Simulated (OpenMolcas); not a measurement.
Ti2+ with 6 ligands (chloride) in octahedral coordination (Oh). A charge of +0.667 e stands 2.4 Å behind each ligand. Ligand basis ANO-RCC-VDZP.

| Quantity | Value |
| --- | --- |
| Program | OpenMolcas |
| Method | SS-CASPT2, IPEA 0.25 Eh, imaginary shift 0.1 Eh (closed shells correlated: 3s 3p and the ligand valence shells) |
| Basis | ANO-RCC-VDZP [5s4p2d1f] |
| Scalar Hamiltonian | DKH2, point nucleus |
| Active space | 2 electrons in 5 orbitals (3d) |
| State averaging | 2S+1 = 3 even, 10 roots; 2S+1 = 1 even, 15 roots |
| Spin-orbit coupling | state interaction with AMFI integrals over the reference wave functions |

All ligands move together. At R = 2.48 Å the first state of the same spin is 7470 cm-1, and at R = 2.71 Å it is 4310 cm-1.

A third run gives 5380 cm-1. What distance was it run at?

With a power law R^-n the two known points give n = -ln(4310 / 7470) / ln(2.71 / 2.48) = 6.20. Then R = 2.48 × (7470 / 5380)^(1/6.20) = 2.615 Å. The run was at 2.62 Å, so the estimate is off by -0.005 Å.

Roots that are degenerate in the reference are averaged as groups; the widest CASPT2 spread within a group is 470 cm-1 (the 3-fold group of multiplicity 3 near 5380 cm-1 above the lowest state of its run, R = 2.62). Shifts and gaps below about the spread of the groups concerned are not significant. Over all roots computed the reference weight is 0.67 to 0.68 in R = 2.48, 0.67 to 0.68 in R = 2.62, 0.67 to 0.69 in R = 2.71; a low but even weight reflects the number of correlated electrons. An orbital triplet at a regular site is open to Jahn-Teller coupling, which can distort the site and quench the lowest spin-orbit gaps and is left out. Ligand-to-metal charge-transfer states are missing. With no ligand orbital active B as a rule stays too high, so bands that hang on it stand too high and its fall with covalency is understated. With one d shell and no ligand orbital active, 10Dq can be off by tens of per cent for divalent 3d ions, low with halides held by bare charges and at times high in hosts. These CASPT2 states fit no ligand-field parameters well, so their order and spin gaps are uncertain (holds for R = 2.62; R = 2.71). Free-ion shares, where given, are those of the reference states; single-state CASPT2 does not remix them (holds for R = 2.62; R = 2.71). No measured value stands beside these numbers; the geometry is a model, was not optimised and need not be the one that this ion takes.
